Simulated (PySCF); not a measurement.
Excitation energy of Ne²⁺ by level of theory

Ne²⁺ [He] 2s2 2p4 (3P) → Ne²⁺ [He] 2s1 2p4 3s1 (5P), as a difference of total energies. Computed with PySCF 2.14 in aug-cc-pVTZ-DK (5s4p3d2f, 46 functions), with scalar relativity by spin-free X2C-1e. Correlated levels: valence: 1s2 frozen. The calculations carry no spin-orbit coupling.

```
           method  excitation energy (cm⁻¹)
              UHF                    486970
              LDA                    488250
              PBE                    487450
             PBE0                    490530
           r2SCAN                    488810
             MN15                    486700
            B3LYP                    492330
             BP86                    488920
           PBEsol                    486540
    MP2 (valence)                    493800
SCS-MP2 (valence)                    495170
```

The promoted electron is Rydberg-like, and one or two diffuse shells describe it only roughly, which tends to raise the upper state.
